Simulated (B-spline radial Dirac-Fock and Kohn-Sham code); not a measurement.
## Auger decay of the 2p1/2 hole in Bi⁺

System: the Bi⁺ ion in the configuration [Xe] 4f14 5d10 6s2 6p2.

Level of theory: independent-particle radiative and Coulomb Auger rates from relativistic LDA hole-state orbitals, with Dirac-Fock energies; a radial atomic solver. Kinetic energies are configuration averages from the vacuum level; the two-hole energies are estimated from single-hole states.

```
transition  kinetic energy (eV)  width (meV)  share (%)
   L2-L3N2               1417.6          220        5.8
   L2-L3N3               1551.0         56.4        1.5
   L2-L3N4               1766.4          270        7.2
   L2-L3N5               1792.5         72.3        1.9
   L2-M1M2               7920.6          118        3.1
   L2-M2M2               8207.1          115        3.1
   L2-M2M3               8737.7          314        8.4
   L2-M2M4               9232.4          152        4.0
   L2-M2M5               9331.7          237        6.3
   L2-M3M4               9746.9          191        5.1
   L2-M4M4              10232.0          147        3.9
   L2-M4M5              10339.6          608       16.2
   L2-M2N3              11271.0         74.6        2.0
   L2-M4N4              12500.6         54.3        1.4
   L2-M4N5              12523.9          123        3.3
   L2-M5N4              12607.3         91.1        2.4
```

The listed channels hold 76 % of the non-radiative rate. Summed by principal shells, of 3.76 eV in all: LMM 52.3 %, LMN 21.0 %, LLN 17.9 %, LMO 3.2 %, LLO 2.7 %, LNN 2.0 %.

Values without a named source are computed, but for edge energies of neutral atoms, which are taken from tables.
